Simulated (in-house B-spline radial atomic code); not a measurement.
**Ionising F²⁺ with different functionals**

Computed with a radial B-spline atomic code at the basis-set limit: non-relativistic Hamiltonian, point nucleus, spin-polarised at highest spin, spherical fractional occupations for the functionals, and exact exchange of hybrids averaged over the configuration. The ionisation energy is the difference of two self-consistent energies, [He] 2s2 2p3 → [He] 2s2 2p2, without Breit or QED terms; ε is the level of the shell that loses the electron (its least bound occupied spin orbital).

| method | rung | ΔSCF (eV) | -ε(2p) (eV) |
| --- | --- | --- | --- |
| PBE0 | global hybrid | 63.12 | 54.82 |
| B3LYP | global hybrid | ? | ? |
| TPSSh | global hybrid | 63.40 | 53.19 |
| M06-2X | global hybrid | 62.22 | 57.58 |
| BHandHLYP | global hybrid | 63.01 | 57.90 |
| r2SCAN0 | global hybrid | ? | ? |
| B97-1 | global hybrid | 63.04 | 54.20 |
| HSE06 | range-separated hybrid | 63.11 | 54.39 |
| wB97X | range-separated hybrid | 62.90 | 57.06 |
| CAM-B3LYP | range-separated hybrid | 63.16 | 56.21 |
| LC-wPBE | range-separated hybrid | 63.25 | 57.27 |

Question: What does r2SCAN0 give?

Answer: ΔSCF 63.90 eV, and -ε(2p) = 55.73 eV.

Question: What does B3LYP give?

Answer: ΔSCF 63.20 eV, and -ε(2p) = 54.19 eV.

Question: Among the functionals, which spreads more, the ΔSCF values or the orbital energies?

Answer: The orbital energies: ΔSCF values span about 1.68 eV and the orbital energies 4.71 eV.

Question: How do they compare with the NIST value?

Answer: NIST lists 62.708 eV (semi-empirical, ground level to ground level). Errors run from -0.49 to +1.19 eV; wB97X is closest (+0.19 eV), but part of that can be cancellation, since the calculations leave out relativity, Breit-QED terms, multiplet and fine-structure energies.
